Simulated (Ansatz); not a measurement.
Born–Oppenheimer molecular dynamics of H$_{11}$N$_{3}$OSiZr (17 atoms, charge 0, multiplicity 1). It starts at the highest image of a converged band. Of that band: The profile has 3 maxima (images 2, 5, 8) with wells between them (images 3, 6): this band takes more than one step, which may be the mechanism or a detour left from its start path. Neighbouring images differ by up to 2.5 eV, so the band resolves the path poorly. A vibrational analysis at the climbing image gives one clearly imaginary mode, 1545i cm⁻¹, and a faint second one (33i cm⁻¹) that may be numerical noise or a soft torsion: probably a first-order saddle point.

All numbers below come from RHF/def2-SVP in Ansatz 0.2.0.

| Item | Value |
| --- | --- |
| ensemble | NVE (velocity Verlet) |
| time step | 0.5 fs |
| steps asked | 200 |
| starting velocities drawn for | 300 K |
| seed | 10128 |

First frame:

```xyz
17
Properties=species:S:1:pos:R:3
Zr -0.142 -0.228 -0.151
O -0.744 -0.488 1.902
H -1.518 -0.764 2.374
N 1.652 -0.454 -1.101
H 2.561 -0.604 -0.698
H 1.736 -0.522 -2.102
N -0.592 1.749 -0.331
H -1.318 2.219 0.183
H -0.113 2.427 -0.897
N -1.520 -1.227 -1.276
H -1.416 -2.179 -1.587
H -2.357 -0.849 -1.685
Si 1.693 -2.408 1.770
H 1.613 -3.521 0.770
H 3.047 -1.802 1.561
H 1.778 -3.093 3.098
H 0.147 -1.236 1.984
```

Problem. How far do the bonds stretch over the last three quarters of this one trajectory? (Pairs bonded in most of those frames.)

Solution. 
| bond | mean (Å) | spread (Å) | shortest | longest |
| --- | --- | --- | --- | --- |
| Zr1–O2 | 1.973 | 0.079 | 1.87 | 2.10 |
| Zr1–N4 | 2.101 | 0.016 | 2.06 | 2.12 |
| Zr1–N7 | 2.035 | 0.036 | 1.99 | 2.10 |
| Zr1–N10 | 2.054 | 0.025 | 2.02 | 2.10 |
| O2–H3 | 0.944 | 0.007 | 0.93 | 0.96 |
| N4–H5 | 1.006 | 0.006 | 1.00 | 1.02 |
| N4–H6 | 1.006 | 0.006 | 1.00 | 1.02 |
| N7–H8 | 1.008 | 0.022 | 0.97 | 1.04 |
| N7–H9 | 1.006 | 0.021 | 0.97 | 1.04 |
| N10–H11 | 1.010 | 0.022 | 0.97 | 1.04 |
| N10–H12 | 1.007 | 0.019 | 0.97 | 1.04 |
| Si13–H14 | 1.477 | 0.010 | 1.45 | 1.49 |
| Si13–H15 | 1.487 | 0.049 | 1.41 | 1.56 |
| Si13–H16 | 1.490 | 0.030 | 1.43 | 1.54 |
| Si13–H17 | 1.548 | 0.191 | 1.22 | 1.83 |

Pairs bonded in part of these frames only: Zr1–H8 11 %, Zr1–Si13 7 %, Zr1–H17 26 %, Si13–H17 86 %.

Mean temperature of the second half: 1084 K. The conserved energy stayed within 0.56 meV per atom of its start (net change -0.23 meV per atom), so the integration is sound. The kinetic energy rose, since the run started high on the potential surface and went downhill. It ends in pieces (H4Si + H7N3OZr), so much of that is their flight and rotation, not heat. A run of 0.1 ps of so small a system gives no equilibrium averages. The orbitals stay closed-shell, which can raise the energy where a bond breaks towards radicals; this wasn't checked here.

The run took 6.4 min on 4 threads of Arm Neoverse V2, with other jobs on the host, peak memory 0.48 GiB.
